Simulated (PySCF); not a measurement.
## SMILES C#CC#CN(C)C, C$_{6}$H$_{7}$N

Geometry:
```tsv
atom	x (Å)	y (Å)	z (Å)
C1	4.175	0.536	-0.427
C2	2.986	0.389	-0.286
C3	1.651	0.223	-0.134
C4	0.454	0.072	-0.018
N5	-0.847	-0.082	0.211
C6	-1.399	-1.407	0.050
C7	-1.723	1.003	-0.167
H8	5.208	0.664	-0.544
H9	-2.303	-1.488	0.657
H10	-1.659	-1.627	-0.994
H11	-0.676	-2.145	0.392
H12	-1.228	1.953	0.023
H13	-2.631	0.949	0.437
H14	-2.008	0.960	-1.227
```

Computed with PySCF, quadratic response PBE0/def2-SVPD first hyperpolarisability, Taylor convention, gas phase. Geometry: GFN2-xTB.

(1) Give the tensor of the second harmonic β(−2ω;ω,ω) at 1550 nm in the axes of these coordinates.

## Answers

(1) In au, Taylor convention; rows are the first index (the induced dipole):
|  | xx | yy | zz | xy | xz | yz |
| --- | --- | --- | --- | --- | --- | --- |
| x | -585.5 | +46.2 | +44.5 | -81.8 | +133.6 | +13.8 |
| y | -81.8 | +27.2 | +9.2 | +44.0 | +14.0 | +24.1 |
| z | +129.4 | +24.3 | +80.6 | +13.4 | +44.0 | +9.2 |

Norm of βᵢ = ⅓ Σⱼ (βᵢⱼⱼ + βⱼᵢⱼ + βⱼⱼᵢ): 552.1 au, hyper-Rayleigh value 254.6 au.
